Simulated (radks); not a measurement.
Neutral potassium, 19 electrons, occupied as [Ar] 4s1. All-electron calculation, Dirac Kohn-Sham, BLYP, spin-unpolarised, spherical densities, finite nucleus; Fermi nuclear charge, rms radius 3.4349 fm. Program: a radial shooting solver on a logarithmic mesh with Libxc functionals. Some entries of the table are withheld. Estimate them.

orbital,occ.,eigenvalue (eV),<1/r> (bohr^-1)
1s1/2,2,-3523.426,18.72
2s1/2,2,-353.1918,(1)
2p1/2,2,(2),(3)
2p3/2,4,(4),(5)
3s1/2,2,-35.0524,1.102
3p1/2,2,(6),(7)
3p3/2,4,(8),(9)
4s1/2,1,-2.2449,0.2620

Answer. 
(1) 2s1/2 <1/r> (bohr^-1): 3.804
(2) 2p1/2 eigenvalue (eV): -282.0435
(3) 2p1/2 <1/r> (bohr^-1): 3.727
(4) 2p3/2 eigenvalue (eV): -279.1464
(5) 2p3/2 <1/r> (bohr^-1): 3.691
(6) 3p1/2 eigenvalue (eV): -18.7503
(7) 3p1/2 <1/r> (bohr^-1): 0.9611
(8) 3p3/2 eigenvalue (eV): -18.4810
(9) 3p3/2 <1/r> (bohr^-1): 0.9538
